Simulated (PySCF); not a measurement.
## How methods differ on the excitation energy of As

As [Ar] 3d10 4s2 4p3 (4S) → As [Ar] 3d10 4s1 4p4 (4P), as a difference of total energies. Computed with PySCF 2.14 in aug-cc-pwCVDZ-PP with ECP10MDF (6s5p4d1f, 48 functions), with scalar relativity through the core potential. Correlated levels: valence: 3s2 3p6 3d10 frozen; valence and next inner shell: nothing frozen outside the core potential. The calculations carry no spin-orbit coupling.

```json
{"method": "UHF", "excitation energy (cm⁻¹)": "69574"}
{"method": "LDA", "excitation energy (cm⁻¹)": "75147"}
{"method": "PBE", "excitation energy (cm⁻¹)": "73640"}
{"method": "PBE0", "excitation energy (cm⁻¹)": "73121"}
{"method": "r2SCAN", "excitation energy (cm⁻¹)": "71542"}
{"method": "TPSS", "excitation energy (cm⁻¹)": "72219"}
{"method": "PW91", "excitation energy (cm⁻¹)": "73737"}
{"method": "wB97M-V", "excitation energy (cm⁻¹)": "74297"}
{"method": "r2SCAN0", "excitation energy (cm⁻¹)": "71476"}
{"method": "MP2 (valence)", "excitation energy (cm⁻¹)": "69977"}
{"method": "SCS-MP2 (valence)", "excitation energy (cm⁻¹)": "70017"}
{"method": "MP2 (valence and next inner shell)", "excitation energy (cm⁻¹)": "72649"}
{"method": "SCS-MP2 (valence and next inner shell)", "excitation energy (cm⁻¹)": "72161"}
```
